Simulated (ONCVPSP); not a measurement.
## u(r) = r·R(r): atom against pseudo-atom (Pd (Z = 46))

Columns: radius, all-electron u(r) and pseudo u(r) of the 4p shell (level -51.36 eV) of palladium in the configuration [Ar] 3d10 4s2 4p6 4d10; LDA (Perdew-Wang 92), scalar-relativistic, ONCV scheme, ONCVPSP 4.0.1.

```csv
r (bohr),all-electron,pseudo
0.080,0.3819,0.0173
0.160,-0.1306,0.0690
0.240,-0.5572,0.1536
0.320,-0.5559,0.2682
0.400,-0.2729,0.4061
0.480,0.1084,0.5578
0.560,0.4699,0.7107
0.640,0.7565,0.8512
0.720,0.9535,0.9661
0.800,1.0673,1.0460
0.880,1.1128,1.0864
0.960,1.1073,1.0882
1.040,1.0662,1.0564
1.120,1.0026,0.9990
1.200,0.9262,0.9253
1.280,0.8442,0.8440
1.360,0.7613,0.7612
1.440,0.6810,0.6809
1.520,0.6052,0.6051
1.600,0.5350,0.5349
1.680,0.4709,0.4708
1.760,0.4130,0.4129
1.840,0.3611,0.3611
1.920,0.3150,0.3150
2.000,0.2743,0.2742
2.080,0.2383,0.2383
```

Problem. How many radial nodes do the two functions have?

Solution. The all-electron 4p function has n − l − 1 = 2; the pseudo-wave has 0, since the states of the same l below it are removed with the core.

Problem. At about which radius was the pseudo-wave matched?

Solution. 1.45 bohr. The columns agree to 0.0005 from 1.28 bohr on; several derivatives are matched, so the curves merge somewhat inside the radius.

Problem. Where does each function peak?

Solution. Outermost all-electron maximum near 0.88 bohr, pseudo maximum near 0.96 bohr (to the table’s step).

Problem. Is the pseudo-wave norm-conserving?

Solution. Yes: the ONCV scheme keeps the norm inside the radius equal to the all-electron one, which fixes the energy derivative of the logarithmic derivative at the level.
